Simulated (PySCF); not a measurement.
# Electron correlation in Hf (hafnium, neutral)

[Xe] 4f14 5d2 6s2, high-spin 3F determinant. Calculation: PySCF 2.14, in x2c-TZVPPall with one added diffuse shell each of s, p, d, f type (12s8p8d4f1g, 113 functions); scalar relativity by spin-free X2C-1e. Frozen: [Kr] 4d10 4f14; 12 electrons correlated.

```tsv
level	correlation energy (mhartree)
CCSD	-247.22
(T)	-9.13
CCSD(T)	-256.35
```

Diagnostics: T1 = 0.022, D1 = 0.0879, largest double amplitude 0.046.

Is a single reference adequate?

Yes, within this model without spin-orbit coupling: T1 lies below 0.03 and no double amplitude reaches 0.07.

This basis was not built for core-valence correlation, so the inner-shell part is incomplete.
